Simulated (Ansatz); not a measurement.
`C[O][Al]([OH])[Cl]` → `[OH][AlH][Cl]` + `C=O` at 600 K and 1 bar (β-hydride elimination).

Program: Ansatz. Geometries: PBE0-D4/def2-TZVP. ΔE: electronic, gas phase. CBS: MP2 limit from def2 TZ/QZ plus the TZ coupled-cluster correction, frozen cores. This one scheme is used for every species. Each species was taken in one conformer, which may not be the lowest.

```tsv
species	CCSD(T)/CBS energy (Eh)	H − E (kJ/mol)	S (J/(mol·K))
`C[O][Al]([OH])[Cl]`	-892.77869	211.5	449.4
`[OH][AlH][Cl]`	-778.29577	96.1	342.8
`C=O`	-114.39408	92.5	246.7
```

H − E and S are ideal-gas, rigid-rotor, harmonic terms from PBE0-D4/def2-TZVP, for one conformer and one mirror image of each species. 1 Eh = 2625.50 kJ/mol, R = 8.31446 J/(mol·K).

Question: By hand: ΔE, ΔH, ΔS and ΔG.

Answer: ΔE = (-778.29577) + (-114.39408) − (-892.77869) = 0.08884 Eh = 233.2 kJ/mol. Δ(H − E) = 96.1 + 92.5 − 211.5 = -22.9, so ΔH = 210.3 kJ/mol. ΔS = 342.8 + 246.7 − 449.4 = 140.1 J/(mol·K). ΔG = 210.3 − 600 × (140.1)/1000 = 126.2 kJ/mol.

Question: By hand: the equilibrium constant, and the temperature at which ΔG would vanish if ΔH and ΔS stayed fixed.

Answer: log₁₀ K = −ΔG/(RT ln 10) = -11.0. ΔG = 0 at ΔH/ΔS = 1501 K.

The number of gas molecules changes by +1, which sets the sign of ΔS. A doubt of 5 kJ/mol in ΔE shifts log₁₀ K by 0.4 here. Other conformers and mirror images would add mixing entropy, several J/(mol·K) or more a flexible species. These are equilibria of isolated gas molecules and say nothing of rates. Largest T1 diagnostic: 0.015 (customary marks: 0.02 for closed shells, 0.045 for open ones).
